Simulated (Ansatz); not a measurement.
Frontier orbitals of `O[AsH][GeH3]`.

Total charge 0; spin multiplicity 1. Correlated methods include outer-core shells of As, Ge, which these sets cover unevenly. Scalar relativity is left out up to krypton. The structure was optimised at the PBE0-D4/def2-TZVP level. It is one conformer, not always the lowest. Basis def2-TZVPP, Ansatz.

```json
{"functional": "PBE", "HOMO (eV)": "-6.05", "LUMO (eV)": "-1.62", "gap (eV)": "4.43"}
{"functional": "BLYP", "HOMO (eV)": "-5.92", "LUMO (eV)": "-1.53", "gap (eV)": "4.39"}
{"functional": "PBE0", "HOMO (eV)": "-7.14", "LUMO (eV)": "-0.75", "gap (eV)": "6.39"}
{"functional": "CAM-B3LYP", "HOMO (eV)": "-8.38", "LUMO (eV)": "0.28", "gap (eV)": "8.66"}
{"functional": "ωB97X-V", "HOMO (eV)": "-9.33", "LUMO (eV)": "1.33", "gap (eV)": "10.66"}
{"functional": "ωB97M-V", "HOMO (eV)": "-9.19", "LUMO (eV)": "1.12", "gap (eV)": "10.31"}
```

From PBE to PBE0 the HOMO moves by −1.09 eV and the LUMO by +0.88 eV, and with ωB97M-V by −3.14 and +2.74 eV, so the gap grows from 4.43 to 10.32 eV with exact exchange. A positive LUMO is unbound and depends on the basis.
